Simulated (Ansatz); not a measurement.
Compare A (`C=C[Si](O)(O)F`) with its isomer B (`O=C(O)C[SiH2]F`).

Gas-phase electronic energies from Ansatz, PBE0-D4/def2-TZVP geometries. CBS: MP2 limit from def2 TZ/QZ plus the TZ coupled-cluster correction, frozen cores. DFT in def2-TZVPP. B3LYP here is the variant with VWN-RPA as its local correlation; programs differ in this. Each species was taken in one conformer, which may not be the lowest.

Task: Which isomer does CCSD(T)/CBS put lower? Give the gap. (An estimate is asked.)

Result: Ansatz gave: A, by 56.1 kcal/mol.

Task: Give E(B) − E(A) in kcal/mol with PBE0-D4, B3LYP, CCSD(T)/def2-TZVPP, B3LYP-D4, r2SCAN-D4, MP2/def2-TZVPP, PBE-D4. (Estimate.)

Result: The calculation gave: PBE0-D4 48.3, B3LYP 51.2, CCSD(T)/def2-TZVPP 53.7, B3LYP-D4 51.9, r2SCAN-D4 50.2, MP2/def2-TZVPP 55.0, PBE-D4 45.3. None reverses the order clearly.

Largest T1 diagnostic: 0.014.

The D4 term adds +0.8 kcal/mol with B3LYP and +0.4 kcal/mol with PBE0; it sums over pairs of atoms, weighted by their polarisabilities, and B3LYP, whose exchange is more repulsive, gets the larger term. From PBE to PBE0 (25 % exact exchange), in def2-TZVPP and without D4, E(B) − E(A) moves by +3.1 kcal/mol.
